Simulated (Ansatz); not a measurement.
`C[Se][Si]([Se]C)([Se]C)[Se]C` → 4 C• + 12 H• + 4 Se• + Si•  (atomization)

Calculated with Ansatz (gas phase, PBE0-D4/def2-TZVP geometries, no zero-point term in ΔE). CCSD(T)/CBS is the MP2 limit (def2-TZVPP, def2-QZVPP) plus CCSD(T) − MP2 in def2-TZVPP, frozen cores. This one scheme is used for every species, atoms too. Functionals use def2-TZVPP. HSE06 is defined as in plane-wave codes. No spin–orbit coupling; open shells (•) take unrestricted orbitals. Spin–orbit coupling would lower the free atoms: a little for C, Si; clearly for Se. For Se outer-core shells are correlated without core-valence functions, so the limit isn't a true one: a few kJ/mol of doubt a bond, and 10 to 20 or more in all where bonds break to atoms. Scalar relativity is left out up to krypton. Each species was taken in one conformer, which may not be the lowest.

Question: What is ΔE at CCSD(T)/CBS? (An estimate is asked.)

Answer: Ansatz gave: +7431.6 kJ/mol.

Question: What do these levels give: PBE-D4, HSE06-D4, PBE-QIDH, r2SCANh, HSE06, CCSD/CBS(def2)? (Estimate.)

Answer: Computed: PBE-D4 7545.6, HSE06-D4 7447.2, PBE-QIDH 7377.6, r2SCANh 7372.0, HSE06 7373.1, CCSD/CBS(def2) 7302.3 kJ/mol.

Largest T1 diagnostic among the species: 0.012.

In def2-TZVPP, CCSD(T) changes the Hartree–Fock value by +1901.3 kJ/mol (the triples alone add +129.3 kJ/mol) and MP2 by +2005.1 kJ/mol; breaking electron pairs costs correlation energy, which Hartree–Fock lacks. From BLYP to BHLYP (50 % exact exchange), in def2-TZVPP and without D4, ΔE moves by −90.1 kJ/mol: exact exchange takes away binding that semilocal exchange gives to molecules. Leaving LDA and LC-ωPBE aside and taking each functional with its dispersion term where it has one, the values, not all of them listed here, spread over 331.8 kJ/mol, from BHLYP-D4 to PBE-D4. LDA lies +999.8 kJ/mol from PBE without D4, its usual overbinding.

For atomizations the MP2-based limit and the directly extrapolated one differ by several kJ/mol either way, and by 10 to 25 for some Ge, Se and Sn compounds, so smaller differences from it don't rank the levels.
